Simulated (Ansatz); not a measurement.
Compare A (`FCOC(F)[SiH3]`) with its isomer B (`C[SiH2]OC(F)F`).

Gas-phase electronic energies from Ansatz, PBE0-D4/def2-TZVP geometries. CBS: MP2 limit from def2 TZ/QZ plus the TZ coupled-cluster correction, frozen cores. Functionals use def2-TZVPP. B3LYP here is the variant with VWN-RPA as its local correlation; programs differ in this. Each species was taken in one conformer, which may not be the lowest.

Question: Which is lower in electronic energy at CCSD(T)/CBS, and by how much? (An estimate is asked.)

Answer: Ansatz gave: B, by 55.2 kcal/mol.

Question: Give E(B) − E(A) in kcal/mol with HF/def2-TZVPP, CCSD/def2-TZVPP, PBE0-D4, CCSD(T)/def2-TZVPP, MP2/def2-TZVPP, B3LYP, r2SCAN-D4. (Estimate.)

Answer: Computed: HF/def2-TZVPP -57.0, CCSD/def2-TZVPP -55.3, PBE0-D4 -54.1, CCSD(T)/def2-TZVPP -54.8, MP2/def2-TZVPP -57.5, B3LYP -53.1, r2SCAN-D4 -55.9. None reverses the order clearly.

Largest T1 diagnostic: 0.012.

From PBE to PBE0 (25 % exact exchange), in def2-TZVPP and without D4, E(B) − E(A) moves by −2.7 kcal/mol.
